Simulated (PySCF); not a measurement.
Compound: C3H4F2O2.
SMILES with atom numbers: `[O:1]=[CH:2][O:3][CH2:4][CH:5]([F:6])[F:7]` (hydrogens: H8 on C2; H9, H10 on C4; H11 on C5)

Cartesian coordinates in Å at the PBE0-D3(BJ)/def2-SVP level; atoms count from 1:
```
atom  x, y, z in Å
O1     1.116    0.763    1.949
C2     1.675    0.432    0.944
O3     1.140   -0.307   -0.031
C4    -0.186   -0.763    0.175
C5    -1.202    0.285   -0.225
F6    -2.432   -0.236   -0.033
F7    -1.066    0.586   -1.531
H8     2.719    0.688    0.674
H9    -0.321   -1.643   -0.466
H10   -0.348   -1.031    1.229
H11   -1.111    1.214    0.364
```

Computed with TDDFT B3LYP/def2-SVPD, vertical, gas phase, core orbitals frozen in the response (PySCF).

Ground-to-excited transition dipoles (e·a0, same axes as the geometry; the sign carries no meaning), for the states with f of 0.002 or more among the lowest 6:

| state | E (eV) | μx | μy | μz |
| --- | --- | --- | --- | --- |
| S2 | 7.584 | 0.346 | 0.277 | 0.405 |
| S3 | 8.171 | -0.054 | 0.087 | 0.257 |
| S4 | 8.299 | -0.044 | -0.115 | -0.225 |
| S5 | 8.516 | -0.067 | 0.008 | 0.142 |
| S6 | 8.686 | 0.128 | -0.146 | 0.026 |

(1) What oscillator strength does each state have?

(2) Which bond between heavy atoms lies closest to the direction of the S2 transition dipole?

(3) What angle do the transition dipoles of S3 and S4 make?

(4) How is the summed strength of these states shared among x, y and z?

(5) What peak molar absorption coefficient would the strongest computed level give as a lone Gaussian band 0.5 eV wide at half height?

Answers

(1) f = (2/3) ΔE |μ|² with ΔE in hartree (27.2114 eV).

```tsv
state	|μ|² (au)	|μ| (D)	f
S2	0.360	1.53	0.067
S3	0.076	0.70	0.015
S4	0.066	0.65	0.013
S5	0.025	0.40	0.005
S6	0.038	0.50	0.008
```

(2) C2–O3, at 12° from it; next C5–F6 at 53°.

(3) |cos θ| = |μa·μb| / (|μa| |μb|) = 0.92, so θ ≈ 23° (taken between 0 and 90°, since the signs are arbitrary).

(4) (2/3) Σ ΔE μα² gives 0.028 for x, 0.023 for y and 0.058 for z, 0.109 in all.

(5) ε(max) = 2.175×10⁸ f / FWHM, with the width in cm⁻¹. S2: 2.175×10⁸ × 0.0670 / 4033 ≈ 3600 L mol⁻¹ cm⁻¹.

One conformer stands for the species.
